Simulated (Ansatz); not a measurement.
A run of Ansatz (development build ahead of 0.2.0) on singlet H8 at this shape:

```yaml
atoms:
  - { symbol: H, position_ang: [1.9758, -0.0855, 0.3516] }
  - { symbol: H, position_ang: [2.2736, -0.1892, -0.6026] }
  - { symbol: H, position_ang: [0.0925, 2.2420, 0.6546] }
  - { symbol: H, position_ang: [0.2578, 2.1332, -0.2879] }
  - { symbol: H, position_ang: [-2.0768, 0.1238, 0.1698] }
  - { symbol: H, position_ang: [-2.3022, 0.2937, -0.3230] }
  - { symbol: H, position_ang: [-0.2866, -2.3235, 0.4346] }
  - { symbol: H, position_ang: [0.2028, -2.1452, -0.5573] }
```

Its results:

| Item | Value |
| --- | --- |
| Converged | yes |
| Total energy | -4.37452 hartree |

Forces (eV/Å):
```tsv
atom	Fx	Fy	Fz
H1	1.523	-0.513	-4.748
H2	-1.416	0.522	4.732
H3	0.785	-0.481	-4.532
H4	-0.801	0.554	4.546
H5	5.123	-3.874	11.225
H6	-5.165	3.871	-11.231
H7	2.364	0.824	-4.838
H8	-2.411	-0.904	4.846
```

(1) Which input gives this output? Name the method, the orbitals and the basis set, and write the input.

Answers

(1) RHF in def2-SVP. An unrestricted run that stays on the closed shell gives the same numbers.

```yaml
crystal:
  periodic: [false, false, false]
  atoms:
    - { symbol: H, position_ang: [1.97579, -0.08554, 0.35156] }
    - { symbol: H, position_ang: [2.27358, -0.18916, -0.6026] }
    - { symbol: H, position_ang: [0.09251, 2.24201, 0.65462] }
    - { symbol: H, position_ang: [0.25781, 2.13317, -0.28786] }
    - { symbol: H, position_ang: [-2.07675, 0.12379, 0.1698] }
    - { symbol: H, position_ang: [-2.30223, 0.29365, -0.32302] }
    - { symbol: H, position_ang: [-0.28659, -2.32347, 0.43463] }
    - { symbol: H, position_ang: [0.20275, -2.14523, -0.55731] }
basis:
  gaussian: { orbitals: def2-SVP }
hamiltonian:
  xc: hf
output:
  forces: true
```

Caution: stretched shape with no unrestricted run beside it, a lower state can exist.
